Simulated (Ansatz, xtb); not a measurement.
Relative energy of two isomers of C4H4N2OS

Structure I is `CC(=O)c1ncns1`, a singlet and structure II is `NC(=S)c1cnco1`, a singlet. Both are isolated molecules in the gas phase, relaxed with PBE-D3(BJ)/def2-SVP; the shapes shown needn't be the lowest conformers.

I (Å):

```xyz
12

C    -2.2535   -0.4053   -0.6014
C    -1.5369   -0.7583    0.6770
C    -0.1991   -1.4084    0.5303
C     1.6197   -2.2900   -0.2889
N     0.4233   -1.7070   -0.5951
N     1.9677   -2.4639    0.9825
O    -1.9787   -0.5474    1.7993
S     0.7322   -1.8666    1.9382
H    -3.2226    0.0681   -0.3649
H    -1.6258    0.2738   -1.2138
H    -2.4035   -1.3160   -1.2165
H     2.3032   -2.6194   -1.0878
```

II (Å):

| atom | x (Å) | y (Å) | z (Å) |
| --- | --- | --- | --- |
| C | 0.5242 | 0.8148 | -0.2672 |
| C | 0.2296 | -0.2525 | -1.2208 |
| C | 0.2291 | -1.6325 | -1.1549 |
| C | -0.3432 | -1.1083 | -3.1343 |
| N | 0.4012 | 2.0755 | -0.7526 |
| N | -0.1371 | -2.1539 | -2.3794 |
| O | -0.1435 | 0.0852 | -2.5111 |
| S | 0.9771 | 0.4684 | 1.2997 |
| H | 0.5970 | 2.8540 | -0.1229 |
| H | 0.1213 | 2.2510 | -1.7187 |
| H | 0.4750 | -2.2514 | -0.2850 |
| H | -0.6509 | -1.0707 | -4.1866 |

Quicker runs give these differences E(II) − E(I): GFN2-xTB −0.148 eV; HF/STO-3G +0.649 eV (at GFN2-xTB geometries); r2SCAN-D4/def2-SVP −0.212 eV (at GFN2-xTB geometries).

Task: Which of the two would you expect CCSD(T)/def2-SVP + ΔMP2/def2-TZVPP electronic energies to favour?

Result: Not settled: CCSD(T)/def2-SVP + ΔMP2/def2-TZVPP gives E(II) − E(I) = +0.187 eV, but this leans on the basis-set step: CCSD(T) alone gives +0.032 eV.

Level by level:

```csv
level,geometry,E(II) − E(I) (eV),departure from the last row (eV),"job, with rough time for the two"
GFN2-xTB,GFN2-xTB,−0.148,−0.335,"optimisation, 0.15 s"
HF/STO-3G,GFN2-xTB,+0.649,+0.463,"single point, 0.4 s"
r2SCAN-D4/def2-SVP,GFN2-xTB,−0.212,−0.398,"single point, 3.9 s"
PBE-D3(BJ)/def2-SVP,PBE-D3(BJ)/def2-SVP,−0.140,−0.326,"optimisation, 18 s"
HF/def2-SVP,PBE-D3(BJ)/def2-SVP,−0.299,−0.486,part of the CCSD(T) run
MP2/def2-SVP,PBE-D3(BJ)/def2-SVP,+0.083,−0.104,part of the CCSD(T) run
CCSD(T)/def2-SVP,PBE-D3(BJ)/def2-SVP,+0.032,−0.155,single point
CCSD(T)/def2-SVP + ΔMP2/def2-TZVPP,PBE-D3(BJ)/def2-SVP,+0.187,,"single point, 72 s"
```

As drawn, II has 1 C–N, 1 C=S, 1 C∷C, 2 C∷O, 2 N–H in place of 1 C–C, 1 C=O, 1 C∷N, 1 N∷S, 1 C∷S, 2 C–H (∷ is an aromatic bond).

GFN2-xTB, r2SCAN-D4/def2-SVP, PBE-D3(BJ)/def2-SVP, HF/def2-SVP put the two in the other order. The largest departure from CCSD(T)/def2-SVP + ΔMP2/def2-TZVPP is that of HF/def2-SVP, 0.486 eV. The last row adds to CCSD(T) the change of the MP2 difference between the two basis sets, here +0.155 eV, a large step that makes the value less sure.

With thermal terms from frequencies at re-optimised GFN2-xTB minima (ideal gas, soft modes damped towards free rotors, one conformer each, 298.15 K, 1 atm): on the last row, ΔE + ΔZPE = +0.220, ΔH = +0.212, ΔG = +0.240 eV.

The correlated steps freeze 12 core orbitals. Programs: Ansatz 0.2.0, xtb 6.7.1; the last row on 4 threads of Arm Neoverse V1 on a shared host.
